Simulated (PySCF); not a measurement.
Stationary points of SiCl₃

Computed with PBE0/[Si def2-SVP, Cl def2-SVP], no relativity, density fitting, PySCF.

Relaxations began from a few typed shapes; open shells are unrestricted. The search is not exhaustive: other isomers or separated fragments can lie lower, and high-lying points may rest on an excited occupation.

**Question.** Which is the lowest minimum found?
A. doublet D3h: Si–Cl 2.134 Å (×3); Cl–Si–Cl 120.0° (×3)
B. doublet C3v: Si–Cl 2.060 Å (×3); Cl–Si–Cl 109.2° (×3)

**Answer.** B. The others lie at 129.3 (doublet D3h, a saddle point) kJ/mol above it.
